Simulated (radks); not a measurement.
Values are calculated unless marked as measured or tabulated.
Effect of the nuclear size on neutral thallium, [Hg] 6p1. Level of theory: Dirac Kohn-Sham, exchange-only LDA, spin-unpolarised, spherical densities, finite nucleus; open shells are shared between the two j in proportion to 2j + 1; Fermi nuclear charge, rms radius 5.4759 fm (a radial shooting solver on a logarithmic mesh with Libxc functionals). The rms radius is varied about that value; shifts are against it.

\begin{tabular}{lrrrrrrrrr}
rms radius (fm) & total energy shift (eV) & density at nucleus (e/bohr^3) & 1s1/2 shift (meV) & 2s1/2 shift (meV) & 5p1/2 shift (meV) & 6s1/2 shift (meV) & 6p1/2 shift (meV) & 6p3/2 shift (meV) & 7s1/2 (empty) shift (meV) \\ \hline
4.3862 & -43.1 & 2.76e+06 & -17200 & -2590 & 0.538 & -2.63 & 0.349 & 0.329 & -0.164 \\
5.0488 & -17.6 & 2.6e+06 & -7010 & -1060 & 0.218 & -1.07 & 0.142 & 0.134 & -0.067 \\
5.4759 & 0 & 2.512e+06 & 0.000 & 0.000 & 0.000 & 0.000 & 0.000 & 0.000 & 0.000 \\
5.9359 & 19.8 & 2.428e+06 & 7920 & 1190 & -0.244 & 1.21 & -0.160 & -0.151 & 0.075 \\
6.4835 & 44.6 & 2.339e+06 & 17800 & 2680 & -0.546 & 2.72 & -0.360 & -0.340 & 0.170 \\
\end{tabular}

Slopes of the eigenvalues against <r^2> in GHz/fm^2, as finite differences over the two radii next to the reference (eigenvalue slopes, not the field-shift constants of lines): 1s1/2 370000, 2s1/2 55700, 5p1/2 -11.5, 6s1/2 56.6, 6p1/2 -7.50, 6p3/2 -7.07, 7s1/2 (empty) 3.53.
